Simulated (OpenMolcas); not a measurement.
## Te V: effect of correlating more closed shells

```json
{"Program": "OpenMolcas", "Basis": "ANO-RCC-VTZP [7s6p4d2f1g]", "Scalar Hamiltonian": "DKH2, point nucleus", "Active space": "2 electrons in 4 orbitals (5s 5p)", "State averaging": "2S+1 = 3 even, 3 roots; 2S+1 = 1 even, 7 roots; 2S+1 = 3 odd, 3 roots; 2S+1 = 1 odd, 3 roots", "Spin-orbit coupling": "RASSI with atomic mean-field integrals over the reference wave functions, term energies averaged over their components"}
```

Methods on the same reference wave functions:
A. CASSCF
B. MS-CASPT2, IPEA 0.25 Eh, imaginary shift 0.1 Eh (closed shells correlated: none)
C. MS-CASPT2, IPEA 0.25 Eh, imaginary shift 0.1 Eh (closed shells correlated: 4d)
D. MS-CASPT2, IPEA 0.25 Eh, imaginary shift 0.1 Eh (closed shells correlated: 4s 4p 4d)

Energies in cm-1 above 5s2 1S0, the measured ground level; measured values from Moore, Atomic Energy Levels, vol. III, NSRDS-NBS 35 (1971 reprint of NBS Circular 467, 1958).

| Level | A | B | C | D | Measured |
| --- | --- | --- | --- | --- | --- |
| 5s2 1S0 | 0.0 | 0.0 | 0.0 | 0.0 | 0.0 |
| 5s 5p 3P* 0 | 70175 | 70280 | 75150 | 75450 |  |
| 5s 5p 3P* 1 | 73072 | 73130 | 77870 | 78160 |  |
| 5s 5p 3P* 2 | 80074 | 80180 | 85050 | 85350 |  |
| 5s 5p 1P* 1 | 118928 | 113700 | 109880 | 110000 | 111707 |
| 5p2 3P0 | 173665 | 173290 | 176060 | 176890 | 176248 |
| 5p2 3P1 | 178632 | 178590 | 181560 | 182420 | 182419 |
| 5p2 1S0 | 218972 | 212380 | 212600 | 212970 |  |

Deviations, from unrounded energies. A percentage is the sum of absolute deviations over the sum of measured energies, with the sign that they share, or ± where signs differ.

```
           Against measurement  Levels     A     B     C     D
mean absolute deviation (cm-1)       3  4500  2900   960   780
      other configurations (%)       3  ±2.9  ±1.9  -0.6  ±0.5
```

D lies closest to measurement on these levels and A furthest from it. The largest miss of D in the table is 5s 5p 1P* 1, by -1700 cm-1. The ranking rests on the paired levels alone, and a cruder setting can come out closer through cancelling errors.

Among B to D the level of the table that moves most is 5s 5p 3P* 0, by 5200 cm-1 (lowest in B, highest in D). Moves below CASPT2's spread within the term are not significant.

The lowest spin-free term lies below A's lowest term by 0.005 hartree in B, 0.415 hartree in C, 0.575 hartree in D.

What an inner shell adds also hangs on whether the basis holds functions to correlate it.

Over all roots computed the reference weight is 0.94 to 1.00 in B, 0.90 to 0.95 in C, 0.89 to 0.94 in D; the roots of lowest weight are the least certain, and an intruder state may touch them. The ¹D term of p² mixes with s d, which this space lacks. Computed and measured levels are paired by configuration, term and J; levels that our copy of the source lacks, or whose pairing is in doubt (as where it misses far off the trend of its configuration), stay unpaired and out of the deviations. Levels of configurations outside the active space are missing. The table leaves out levels that lie high or whose names do not pair safely across all columns.

* marks odd parity.
